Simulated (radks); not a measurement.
Trend from La4+ to Lu4+: ionisation energy by Delta-SCF between NIST ground configurations, and size. Calculated with a radial shooting solver on a logarithmic mesh with Libxc functionals: scalar-relativistic Kohn-Sham, r2SCAN, spin-polarised, spherical densities, finite nucleus; open shells are filled with parallel spins first (spin-orbit coupling, left out, can overturn this in heavy ions); meta-GGA in the generalised Kohn-Sham scheme; Fermi nuclear charge, rms radius of each element as measured or else 0.836 A^(1/3) + 0.57 fm.

La4+: configuration [Kr] 4d10 5s2 5p5; IE (eV) 62.678; NIST (eV) 62; kind semi-emp.; -e(HOMO) (eV) 56.837 (5p); outermost 5p; <r> outermost (bohr) 1.71; r at 0.001 e/bohr^3 (bohr) 3.34
Ce4+: configuration [Xe]; IE (eV) 66.821; NIST (eV) 65.6; kind semi-emp.; -e(HOMO) (eV) 60.616 (5p); outermost 5p; <r> outermost (bohr) 1.64; r at 0.001 e/bohr^3 (bohr) 3.29
Pr4+: configuration [Xe] 4f1; IE (eV) 58.541; NIST (eV) 57.53; kind semi-emp.; -e(HOMO) (eV) 48.440 (4f); outermost 5p; <r> outermost (bohr) 1.61; r at 0.001 e/bohr^3 (bohr) 3.25
Nd4+: configuration [Xe] 4f2; IE (eV) 69.155; -e(HOMO) (eV) 50.208 (4f); outermost 5p; <r> outermost (bohr) 1.58; r at 0.001 e/bohr^3 (bohr) 3.21
Pm4+: configuration [Xe] 4f3; IE (eV) 70.254; -e(HOMO) (eV) 51.824 (4f); outermost 5p; <r> outermost (bohr) 1.56; r at 0.001 e/bohr^3 (bohr) 3.18
Sm4+: configuration [Xe] 4f4; IE (eV) 63.899; NIST (eV) 62.7; kind semi-emp.; -e(HOMO) (eV) 53.310 (4f); outermost 5p; <r> outermost (bohr) 1.53; r at 0.001 e/bohr^3 (bohr) 3.14
Eu4+: configuration [Xe] 4f5; IE (eV) 72.353; -e(HOMO) (eV) 54.678 (4f); outermost 5p; <r> outermost (bohr) 1.51; r at 0.001 e/bohr^3 (bohr) 3.11
Gd4+: configuration [Xe] 4f6; IE (eV) 73.363; -e(HOMO) (eV) 55.941 (4f); outermost 5p; <r> outermost (bohr) 1.49; r at 0.001 e/bohr^3 (bohr) 3.08
Tb4+: configuration [Xe] 4f7; IE (eV) 74.353; -e(HOMO) (eV) 57.108 (4f); outermost 5p; <r> outermost (bohr) 1.47; r at 0.001 e/bohr^3 (bohr) 3.05
Dy4+: configuration [Xe] 4f8; IE (eV) 75.907; -e(HOMO) (eV) 50.698 (4f); outermost 5p; <r> outermost (bohr) 1.44; r at 0.001 e/bohr^3 (bohr) 3.02
Ho4+: configuration [Xe] 4f9; IE (eV) 77.400; -e(HOMO) (eV) 52.164 (4f); outermost 5p; <r> outermost (bohr) 1.41; r at 0.001 e/bohr^3 (bohr) 2.99
Er4+: configuration [Xe] 4f10; IE (eV) 78.849; -e(HOMO) (eV) 53.520 (4f); outermost 5p; <r> outermost (bohr) 1.39; r at 0.001 e/bohr^3 (bohr) 2.96
Tm4+: configuration [Xe] 4f11; IE (eV) 80.265; -e(HOMO) (eV) 54.777 (4f); outermost 5p; <r> outermost (bohr) 1.36; r at 0.001 e/bohr^3 (bohr) 2.93
Yb4+: configuration [Xe] 4f12; IE (eV) 81.655; -e(HOMO) (eV) 55.945 (4f); outermost 5p; <r> outermost (bohr) 1.34; r at 0.001 e/bohr^3 (bohr) 2.91
Lu4+: configuration [Xe] 4f13; IE (eV) 68.446; NIST (eV) 66.8; kind semi-emp.; -e(HOMO) (eV) 57.031 (4f); outermost 5p; <r> outermost (bohr) 1.32; r at 0.001 e/bohr^3 (bohr) 2.88

Reference values: NIST Atomic Spectra Database (exp. = measured, semi-emp. = semi-empirical, theory = theoretical value adopted there). Open shells are spherical and high-spin; term and fine-structure splittings are not resolved. Spin-orbit splitting is averaged out at the scalar-relativistic level. No tabulated value is given for the 4+ ions of Nd, Pm and Eu to Yb, where it belongs to another shell than the one emptied here.
